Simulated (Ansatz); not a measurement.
The same path of AlF2H + H4Si (9 atoms, charge 0, multiplicity 1) was run twice with different band settings. Lost on the way: Al1–H2, Si5–H9. Made: Al1–Si5, H2–H9.

Theory: RKS PBE/6-31G* in Ansatz 0.2.0.

Relaxed end points:

```xyz
9
Properties=species:S:1:pos:R:3
Al -0.037 0.254 0.152
H 0.482 1.165 1.341
F 1.045 -0.638 -0.771
F -1.558 0.493 -0.490
Si 0.153 -2.748 1.122
H -0.210 -3.232 -0.240
H 1.622 -2.637 1.342
H -0.492 -3.585 2.183
H -0.463 -1.364 1.324
```

```xyz
9
Properties=species:S:1:pos:R:3
Al -0.061 -0.691 -0.260
H 0.281 0.798 1.883
F 1.231 0.340 -0.503
F -1.548 -0.133 -0.773
Si 0.205 -2.918 0.687
H -0.388 -3.965 -0.211
H 1.654 -3.245 0.904
H -0.498 -3.004 2.013
H -0.334 0.524 2.223
```

Common settings: movable images 7; climbing image yes; spring 5.0 eV/Å²; optimiser quadratic models (default); start path through a guess of the saddle point; iteration limit 60; end points relaxed.

| run | force threshold |
| --- | --- |
| 1 | 0.03 eV/Å |
| 2 | 0.2 eV/Å |

Question: What does each run give, and how far can it be trusted?

Answer: Run 1: converged after 40 iterations, highest image 1.619 eV above the first end. Neighbouring images differ by up to 1.2 eV, so the band resolves the path poorly. A vibrational analysis at the climbing image gives one clearly imaginary mode, 1216i cm⁻¹: a first-order saddle point.
Run 2: converged after 14 iterations, highest image 1.630 eV above the first end. The threshold of 0.2 eV/Å is loose, so the images may lie well off the minimum-energy path. Neighbouring images differ by up to 1.2 eV, so the band resolves the path poorly. The order of the stationary point at the top wasn't checked.
The orbitals stay closed-shell, which can raise the energy where a bond breaks towards radicals; this wasn't checked here.
